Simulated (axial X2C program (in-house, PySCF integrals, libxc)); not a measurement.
**Potential curves of MnO, two-component**

Computed with an axial X2C code built on PySCF integrals. Two-component (2c) means X2C with spin–orbit coupling and atomic mean-field two-electron Coulomb and Gaunt terms. Basis: Mn dyall-cv3z [9s10p6d3f2g], O dyall-av3z [7s6p3d2f] (cores contracted in-house); Gaussian nuclei, density fitting, unrestricted open shells. Masses: Mn 54.938 u, O 15.995 u.

State: Ω = 5/2 (⟨Sz⟩ = 2.50, ⟨Lz⟩ = 0.00 at PBE0). Energies in kJ/mol from the fragments at the same level (Mn + O). Fits are polynomials in 1 − R0/R over 0.85 to 1.23 times the lowest point R0.

```csv
R (Å),PBE0,PBE
1.4181,-277.90,-412.17
1.4833,-343.49,-479.77
1.5322,-371.06,-508.37
1.5811,-384.78,-522.58
1.6300,-388.02,-525.69
1.6870,-382.16,-518.82
1.7441,-369.08,-503.73
1.8174,-345.83,-476.36
1.9071,-312.49,-435.82
2.0375,-261.62,-371.94
```

The state is a single determinant with fixed occupations, the lowest that a limited PBE0 search found. Dissociation energies refer to the lowest single-determinant-based atoms at the same level and basis. Density functionals use the spin component along the axis (collinear). The 2c atoms are single determinants rather than J levels; their spin–orbit lowering is only partly caught, and De is too large by that part. This holds for PBE0, PBE. The functionals have no current-density term, which raises determinants with orbital currents, atoms included. With several unpaired electrons one determinant need not be a pure state. This is the top spin component of a Σ state; components of lower Ω are not single determinants and can lie lower. The determinant is spin-polarised beyond a pure state at some levels (its spin-free form has ⟨S²⟩ too high), which makes Re and μ there less reliable.

(1) What are Re, ωe and De at the PBE0 level?

(2) Fit the PBE curve near its minimum: give the equilibrium distance, the harmonic wavenumber and the well depth.

## Answers

(1) At PBE0, 2c: Re = 1.623 Å, ωe ≈ 875 cm⁻¹, De = 4.02 eV to Mn + O; Be follows as 0.516 cm⁻¹.

(2) At PBE, 2c: Re = 1.621 Å, ωe ≈ 916 cm⁻¹, De = 5.45 eV to Mn + O; Be follows as 0.518 cm⁻¹.
